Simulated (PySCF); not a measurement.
C₆H₁₃OP.
Atom-mapped SMILES: `[CH2:1]=[CH:2][P@@:3]([CH3:4])(=[O:5])[CH:6]([CH3:7])[CH3:8]` (hydrogens: H9, H10 on C1; H11 on C2; H12, H13, H14 on C4; H15 on C6; H16, H17, H18 on C7; H19, H20, H21 on C8)

The same species was optimised twice, with GFN2-xTB and with PBE0-D3(BJ)/def2-SVP (PySCF), and the same property calculations (PySCF, gas phase) were run on both structures.

| coordinate | GFN2-xTB | PBE0-D3(BJ)/def2-SVP | change |
| --- | --- | --- | --- |
| P3=O5 (Å) | 1.467 | 1.502 | +0.035 |
| P3–C4 (Å) | 1.837 | 1.818 | -0.019 |
| P3–C6 (Å) | 1.857 | 1.840 | -0.017 |
| C1=C2 (Å) | 1.321 | 1.334 | +0.013 |
| C2–P3 (Å) | 1.817 | 1.811 | -0.006 |
| C6–C8 (Å) | 1.521 | 1.526 | +0.005 |
| C6–C7 (Å) | 1.522 | 1.526 | +0.004 |
| P3–C6–C7 (°) | 106.7 | 108.3 | +1.6 |
| C2–P3–O5 (°) | 114.3 | 112.8 | -1.5 |
| P3–C6–C8 (°) | 108.3 | 109.6 | +1.3 |
| C4–P3–O5 (°) | 113.2 | 114.4 | +1.2 |
| O5–P3–C6 (°) | 114.0 | 113.0 | -1.0 |
| C2–P3–C6 (°) | 104.5 | 105.3 | +0.8 |
| C2–P3–C4 (°) | 103.7 | 104.3 | +0.6 |
| C1–C2–P3 (°) | 118.9 | 118.5 | -0.4 |
| C1–C2–P3–C4 (°) | -122 | -124 | -2 |
| C2–P3–C6–C7 (°) | -66 | -66 | 0 |

Rotational constants: A = 2254, B = 1433, C = 1145 MHz (GFN2-xTB) against A = 2240, B = 1426, C = 1142 MHz (PBE0-D3(BJ)/def2-SVP). Point groups within 0.08 Å: C1 and C1.

On the GFN2-xTB structure: HOMO (eV) -7.46 [PBE0/pcSseg-1]; LUMO (eV) -0.49 [PBE0/pcSseg-1]; dipole (D) 3.63 [PBE0/pcSseg-1]; GIAO shielding of C1 (ppm) 43.8 [PBE0/pcSseg-1]; GIAO shielding of C2 (ppm) 43.7 [PBE0/pcSseg-1]; GIAO shielding of P3 (ppm) 308.6 [PBE0/pcSseg-1]; GIAO shielding of C4 (ppm) 169.0 [PBE0/pcSseg-1]; GIAO shielding of O5 (ppm) 275.4 [PBE0/pcSseg-1]; GIAO shielding of C6 (ppm) 153.4 [PBE0/pcSseg-1]; GIAO shielding of C7 (ppm) 169.9 [PBE0/pcSseg-1]; GIAO shielding of C8 (ppm) 171.2 [PBE0/pcSseg-1].

Problem. What do these properties become on the PBE0-D3(BJ)/def2-SVP structure?

Solution. 
```csv
property,level,on GFN2-xTB,on PBE0-D3(BJ)/def2-SVP,change
HOMO (eV),PBE0/pcSseg-1,-7.46,-7.33,+0.13
LUMO (eV),PBE0/pcSseg-1,-0.49,-0.57,-0.08
dipole (D),PBE0/pcSseg-1,3.63,3.82,+0.19
"energy, GFN2-xTB geometry as zero (kcal/mol)",PBE0/pcSseg-1,0.0,-1.8,-1.8
GIAO shielding of C1 (ppm),PBE0/pcSseg-1,43.8,38.0,-5.8
GIAO shielding of C2 (ppm),PBE0/pcSseg-1,43.7,42.8,-0.9
GIAO shielding of P3 (ppm),PBE0/pcSseg-1,308.6,301.7,-6.9
GIAO shielding of C4 (ppm),PBE0/pcSseg-1,169.0,168.5,-0.5
GIAO shielding of O5 (ppm),PBE0/pcSseg-1,275.4,269.3,-6.1
GIAO shielding of C6 (ppm),PBE0/pcSseg-1,153.4,153.1,-0.3
GIAO shielding of C7 (ppm),PBE0/pcSseg-1,169.9,168.0,-1.9
GIAO shielding of C8 (ppm),PBE0/pcSseg-1,171.2,168.7,-2.5
```

The heavy atoms differ by 0.025 Å rms after alignment. Among bonds between heavy atoms P3=O5 changes most (+0.035 Å). Changes are differences of the printed values. Neither structure is proved a minimum here.

Conformer computed: `[CH2:1]=[CH:2][P@@:3]([CH3:4])(=[O:5])[CH:6]([CH3:7])[CH3:8]`: C1–C2–P3–C4 -124°, C2–P3–C6–C7 -66°.
